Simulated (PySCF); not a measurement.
# Mass spectrum arithmetic for [TaCl6]-

Species: [TaCl6]-, `[Cl][Ta-]([Cl])([Cl])([Cl])([Cl])[Cl]`.

Calculated from isotope tables alone.

Problem. Find the molar and monoisotopic masses of [TaCl6]-.

Solution. For [TaCl6]-, with standard atomic weights, 1 × 180.948 + 6 × 35.450 = 393.648 g/mol. From the most abundant isotopes (181Ta, 35Cl), 1 × 180.947996 + 6 × 34.968853 = 390.7611 u for neutral atoms; the ion's mass is 390.7617 u once 1 electron mass (0.000549 u) is added.

Problem. What cluster does the ion itself show when like nominal masses merge?

Solution. 
| nominal mass | m/z (centroid) | relative intensity |
| --- | --- | --- |
| 391 | 390.7617 | 52.1 |
| 393 | 392.7587 | 100.0 |
| 395 | 394.7558 | 79.9 |
| 397 | 396.7528 | 34.1 |
| 399 | 398.7499 | 8.2 |
| 401 | 400.7469 | 1.0 |

Lines under 0.1 % of the tallest are left out. Abundances used (%; other tables differ somewhat): 180Ta 0.012, 181Ta 99.988; 35Cl 75.78, 37Cl 24.22.

Problem. Give the mass fraction of each element.

Solution. Ta 45.97 %, Cl 54.03 %.

Problem. What share of all these ions is the monoisotopic species?

Solution. 0.99988 × 0.7578^6 = 18.94 %.

Problem. Protons, neutrons, electrons, and exact less nominal mass of the monoisotopic species?

Solution. 175 protons, 216 neutrons and 176 electrons; 390.7611 − 391 = -0.2389 u, electron masses as for neutral atoms.
